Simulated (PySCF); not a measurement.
Species: C8H9N.
Structure used (GFN2-xTB), in Å, numbered top down from 1:
```xyz
18
C8H9N angstrom
C      2.7392    0.0417   -0.3051
C      1.4732   -0.0580    0.0644
C      0.7064   -1.0487    0.9101
C     -0.5627   -0.1897    0.6946
C     -1.7177   -0.8981   -0.0196
C     -2.8029    0.0149   -0.2687
N     -3.6598    0.7492   -0.4516
C      0.2684    0.7399   -0.1685
C     -0.0192    1.8255   -0.8672
H      3.0816    0.8532   -0.9241
H      3.4753   -0.6841   -0.0022
H      0.6517   -2.0504    0.4842
H      1.0406   -1.1237    1.9438
H     -0.9317    0.2849    1.6075
H     -1.3756   -1.3027   -0.9771
H     -2.0920   -1.7211    0.5979
H     -1.0177    2.2288   -0.8949
H      0.7342    2.3447   -1.4350
```

Mulliken charges (e) from the PBE0/pcSseg-1 density (PySCF), one withheld:

```tsv
atom	bonded to	charge
C1	C2 H10 H11	-0.0349
C2	C1 C3 C8	-0.3447
C3	C2 C4 H12 H13	-0.0055
C4	C3 C5 C8 H14	-0.3236
C5	C4 C6 H15 H16	-0.1083
C6	C5 N7	?
N7	C6	-0.2551
C8	C4 C9 C2	-0.2325
C9	C8 H17 H18	-0.0001
H10	C1	+0.1167
H11	C1	+0.1106
H12	C3	+0.1325
H13	C3	+0.1445
H14	C4	+0.1512
H15	C5	+0.1634
H16	C5	+0.1747
H17	C9	+0.1380
H18	C9	+0.1169
```

Question: What is the charge on C6?

Answer: The charges add up to the total charge, 0. The others sum to -0.0562, which leaves +0.0562 e for C6 (nitrile carbon); the computed value is +0.0564, the difference coming from rounding.

Question: Add each hydrogen's charge to the atom that carries it.

Answer: C1 +0.1924, C3 +0.2715, C4 -0.1724, C5 +0.2298, C9 +0.2548. Atoms without hydrogen keep their charges.

Question: Across which bond do the charges differ most?

Answer: H14–C4: +0.1512 on H14 against -0.3236 on C4, a difference of 0.4748 e. The lower charge is on the more electronegative element of the two (Pauling values: C 2.55, H 2.20).

Question: Take the bonds between elements whose Pauling electronegativities differ by more than 0.25. In how many does the more electronegative atom carry the lower charge?

Answer: In 10 of 10.

Question: How much positive and how much negative charge does this set hold in all?

Answer: +1.3049 e on 10 atoms and -1.3047 e on 8.

The Mulliken scheme gives each basis function's population to the atom it is centred on and halves the overlap population of two atoms between them. The structure is a single GFN2-xTB conformer in the gas phase; no vibrational or solvent corrections.
